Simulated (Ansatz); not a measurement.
Energy difference R1 → P1, each structure at its B3LYP-D3(BJ)/def2-TZVP stationary point, reached from a drawn start; harmonic modes at that level show minima.
R1, C2H4F2 (SMILES FCCF) (charge 0, multiplicity 1):
| atom | x (Å) | y (Å) | z (Å) |
|---|---|---|---|
| F | -1.3540 | 0.8489 | -0.7513 |
| C | -0.7436 | -0.1078 | 0.0526 |
| C | 0.7518 | -0.0070 | -0.0440 |
| F | 1.2105 | 1.1358 | 0.6026 |
| H | -1.0686 | -1.0946 | -0.2897 |
| H | -1.0764 | 0.0536 | 1.0800 |
| H | 1.2110 | -0.8753 | 0.4373 |
| H | 1.0692 | 0.0464 | -1.0875 |
P1, C2H4F2 (SMILES FCCF) (charge 0, multiplicity 1):
| atom | x (Å) | y (Å) | z (Å) |
|---|---|---|---|
| F | -1.3695 | 0.8808 | -0.7215 |
| C | -0.7497 | -0.0833 | 0.0698 |
| C | 0.7498 | 0.0833 | -0.0699 |
| F | 1.3695 | -0.8804 | 0.7220 |
| H | -1.0679 | -1.0689 | -0.2742 |
| H | -1.0653 | 0.0640 | 1.1041 |
| H | 1.0655 | -0.0645 | -1.1040 |
| H | 1.0678 | 1.0691 | 0.2738 |

P less R. No zero-point or thermal terms. One arrangement of each flexible species, with no search for the lowest.

Correlated levels freeze the cores. CBS(a, b) extrapolates the correlation energy as X⁻³ and adds the Hartree–Fock energy of set b.

Run with Ansatz (a program for electronic structure) with Gaussian orbitals. No computed number here is a measurement.

Task: What reaction energy does B2PLYP/def2-TZVPP give?

Result: 4 kJ/mol

Task: Predict the reaction energy from CCSD(T)/CBS(cc-pVTZ, cc-pVQZ).

Result: 3 kJ/mol

Task: Estimate the reaction energy that CAM-B3LYP/def2-TZVPP returns for this input.

Result: 4 kJ/mol
